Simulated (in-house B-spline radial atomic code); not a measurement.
Configurations of the iridium ion Ir⁵⁺, with energies counted from [Xe] 4f14 5d4. All numbers are computed (Dirac-Hartree-Fock, average of configuration; Fermi nucleus of rms radius 5.4032 fm) with a radial B-spline atomic code at the basis-set limit, not measured. Energies include first-order Breit, QED and recoil terms.

Occupations are held fixed; configurations that lie above the ionisation limit could autoionise.

| configuration | E - E(ref) (eV) | highest orbital | its <r> (bohr) |
| --- | --- | --- | --- |
| [Xe] 4f14 5d3 9f1 | 63.34 | 9f7/2 | 14.48 |
| [Kr] 4d10 4f14 5s2 5p5 5d4 6s1 | 68.711 | 6s1/2 | 2.168 |
| [Kr] 4d10 4f14 5s2 5p5 5d4 5f1 | 94.557 | 5f7/2 | 2.615 |
| [Xe] 4f13 5d4 6g1 | 125.09 | 6g7/2 | 7.208 |

**Question.** Order these further configurations by energy, lowest first.
A. [Xe] 4f14 5d3 8f1
B. [Xe] 4f14 5d3 6p1
C. [Xe] 4f13 5d4 7s1
D. [Kr] 4d10 4f14 5s2 5p5 5d4 8s1
E. [Xe] 4f14 5d3 7s1

**Answer.** B (23.884 eV), E (39.815 eV), A (60.864 eV), C (107.07 eV), D (107.66 eV).
